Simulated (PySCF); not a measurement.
Computed Raman spectrum (relative Raman activity) of a molecule C₂H₄BNO₂. Geometry optimised at B3LYP-D3(BJ)/def2-SVP. The values are those of a single conformer. Computed with PySCF 2.14.0 with B3LYP-D3(BJ)/def2-SVP. No scaling factor is applied to the harmonic values.

ν (cm⁻¹): 598 (vw), 779 (vw), 1221 (vw), 1227 (w), 1309 (vw), 1387 (vw), 1454 (m), 1653 (w), 3040 (vs), 3086 (s), 3147 (s), 3838 (s) (against the strongest line: vs over 80 %, s over 45 %, m over 15 %, w over 4 %, vw less)

Q: Which structure fits?
A) CB(O)N=C=O
B) OCB1N=CO1
C) OB1C=NCO1
D) OB1CN=CO1

A: C, OB1C=NCO1
